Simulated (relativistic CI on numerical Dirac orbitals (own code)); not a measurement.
Mo²⁺: 3p photoemission

Computed with this model: Dirac-Coulomb-Breit CI, orbitals from a KLI potential per configuration, model QED (radiative potential, 1s self-energy scaled to tabulated hydrogen-like ionisation energies), valence Slater integrals scaled by 0.9, multiplet model of photoemission in the sudden approximation; configurations [Kr] 4d4 → [Ne] 3s2 3p5 3d10 4s2 4p6 4d4; 300 K; Lorentzian 2 eV and Gaussian 0.6 eV FWHM. Energies are those of the free ion, without screening or charge transfer. The energies are binding energies and can lie tens of eV above those of solids. S is read from ⟨S²⟩ = S(S + 1).

Field parameters in Wybourne normalisation: Oh B⁴₀ = 21Dq, B⁴₄ = √(5/14) B⁴₀. The field is a parameter set, without covalency.

free ion: ground-state S = 1.99, centroid 430.31 eV. Peaks (eV, height): 424.2 (100), 442.2 (56).

Oh, 10Dq = 21300 cm⁻¹: ground-state S = 1.03, centroid 430.60 eV. Peaks (eV, height): 424.6 (100), 442.6 (55).

Strongest unbroadened transitions for Oh, 10Dq = 21300 cm⁻¹:

| Energy (eV) | Relative strength |
| --- | --- |
| 424.21 | 10.3 |
| 424.26 | 35.0 |
| 424.30 | 14.8 |
| 424.35 | 85.7 |
| 424.41 | 16.1 |
| 424.48 | 16.8 |
| 424.65 | 8.0 |
| 424.66 | 7.3 |
| 424.73 | 6.8 |
| 424.84 | 7.4 |
| 424.97 | 33.8 |
| 425.32 | 8.2 |
| 425.37 | 15.5 |
| 442.38 | 13.9 |
| 442.43 | 7.3 |
| 442.52 | 100.0 |
| 442.57 | 18.6 |
| 442.78 | 4.6 |
